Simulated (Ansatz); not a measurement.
Geometry optimisation, UKS PBE-D4/def2-SVP (Ansatz 0.2.0).

Input:

```yaml
crystal:
  periodic: [false, false, false]
  atoms:
    - { symbol: O, position_ang: [-0.5478, 1.2996, -0.504] }
    - { symbol: Si, position_ang: [0.5495, 0.1537, -0.5221] }
    - { symbol: O, position_ang: [0.7913, -0.2854, 1.0361] }
    - { symbol: F, position_ang: [-0.0464, -1.1153, -1.2081] }
    - { symbol: H, position_ang: [-1.4099, 1.102, -0.0665] }
    - { symbol: H, position_ang: [0.99882, 0.42723, 1.63677] }
magnetization:
  spin_polarized: true
  initial_magnetization: 1
basis:
  gaussian: { orbitals: def2-SVP }
hamiltonian:
  xc: pbe
  dispersion: d4
relax:
  f_tol: 0.015
  max_steps: 40
```

Launched with:

```bash
$ ansatz run input.yaml --threads 1 --pin off --max-ram 2048MiB --backend cpu --events-out ev --progress --plain --runs-dir out
```

Q: Where does it end, and by what steps?

A: The run converged. The force dipped under the threshold on the way, but the program's further checks kept it going. After 33 steps the energy has fallen by 0.408 eV; H5 moved furthest, 0.85 Å.

```csv
step,energy less start (eV),largest force component (eV/Å),accepted
0,0.0000,2.585,yes
2,-0.3304,0.266,yes
4,-0.3362,0.083,yes
6,-0.3383,0.492,yes
8,-0.3412,0.172,yes
10,-0.3452,0.111,yes
12,-0.3505,0.228,yes
14,-0.2773,2.109,no
16,-0.3545,0.399,yes
18,-0.3560,0.608,no
20,-0.3649,0.314,yes
22,-0.3747,0.343,yes
24,-0.3905,0.217,yes
26,-0.4013,0.297,yes
28,-0.4035,0.050,yes
30,-0.4067,0.028,yes
32,-0.4077,0.135,yes
33,-0.4080,0.009,yes
```

```xyz
6
Properties=species:S:1:pos:R:3
O -0.957 1.091 -0.031
Si 0.382 0.145 -0.392
O 1.070 -0.331 1.052
F -0.068 -1.254 -1.117
H -1.365 1.528 -0.801
H 1.274 0.402 1.660
```

Time of the run: 2.4 min on 1 thread of Arm Neoverse N1, with other jobs on the host, peak memory 0.14 GiB.
